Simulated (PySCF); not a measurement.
These are ωB97X-D3(BJ)/def2-TZVP // B3LYP-D3(BJ)/def2-TZVP (PySCF 2.14.0) values and carry that method's errors. All species are isolated molecules in the gas phase. One relaxed conformer stands for a flexible species; it need not be the lowest. Delta-SCF ions had no search for a lower state. Excitations are Tamm–Dancoff values on a coarser integration grid. The basis has no diffuse functions, so Rydberg states are missing or too high.

Reference species (SMILES): `O=C1CC=CC1` (neutral, multiplicity 1).

- vertical ionisation energy (Delta-SCF): 9.56 eV
- T1 excitation (TDA): 3.88 eV
- HOMO–LUMO gap: 11.38 eV

Changed species: `OC1=CC=CC1` (H–O–C–C torsion 180°).

### Question
Predict the effect on the vertical ionisation energy (Delta-SCF), T1 excitation (TDA) and HOMO–LUMO gap.

### Answer
the vertical ionisation energy (Delta-SCF) falls by 1.73 eV, to 7.83 eV; the T1 excitation (TDA) falls by 0.79 eV, to 3.09 eV; the HOMO–LUMO gap decreases by 1.48 eV, to 9.90 eV.
